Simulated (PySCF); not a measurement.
Computed IR spectrum (relative IR intensity) of a molecule C4H2ClF3. The structure is a stationary point at PBE0-D3(BJ)/def2-SVP. Other conformers were not sampled. All values below come from PBE0-D3(BJ)/def2-SVP run with PySCF 2.14.0. Frequencies are harmonic and unscaled.

ν (cm⁻¹): 526 (vw), 574 (w), 707 (w), 778 (w), 809 (m), 879 (vw), 887 (w), 1113 (w), 1190 (s), 1232 (vs), 1275 (m), 1331 (s), 1459 (s), 3217 (vw) (against the strongest line: vs over 80 %, s over 45 %, m over 15 %, w over 4 %, vw less)

Identify the compound among the candidates.
A) F/C=C(F)/C(F)=C\Cl
B) C=C(F)/C(F)=C(/F)Cl
C) FC(F)(F)C=C=CCl
D) FC(F)=C(F)/C=C/Cl

C, FC(F)(F)C=C=CCl
